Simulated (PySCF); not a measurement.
Correlation energy of As⁺ (arsenic, charge +1)

[Ar] 3d10 4s2 4p2, high-spin 3P determinant. Calculation: PySCF 2.14, in x2c-TZVPPall with one added diffuse shell each of s, p, d type (7s6p5d1f, 57 functions); the spin-free X2C one-electron Hamiltonian (Gaussian nucleus). Frozen: [Ar] 3d10; 4 electrons correlated.

MP2 pair energies summed by pair of shells (mhartree):

| pair | energy | share (%) |
| --- | --- | --- |
| 4s-4p | -32.76 | 61.9 |
| 4s-4s | -14.96 | 28.3 |
| 4p-4p | -5.20 | 9.8 |

Total MP2 correlation energy: -52.92 mhartree.

Same-spin part -8.83 and opposite-spin part -44.09 mhartree; SCS-MP2 scales them by 1/3 and 6/5 to -55.85 mhartree.
